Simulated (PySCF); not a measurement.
**Electron correlation in P (phosphorus, neutral)**

[Ne] 3s2 3p3, high-spin 4S determinant. Computed with PySCF 2.14 in aug-cc-pCVTZ-DK (8s7p5d3f, 75 functions), with the spin-free X2C one-electron Hamiltonian (Gaussian nucleus). Frozen: 1s2; 13 electrons correlated.

```json
{"level": "CCSD", "correlation energy (mhartree)": "-393.14"}
{"level": "(T)", "correlation energy (mhartree)": "-6.49"}
{"level": "CCSD(T)", "correlation energy (mhartree)": "-399.63"}
```

Diagnostics: T1 = 0.0044, D1 = 0.0149, largest double amplitude 0.037.

Cost of the coupled-cluster step: roughly 29 core-seconds, for 13 correlated electrons.
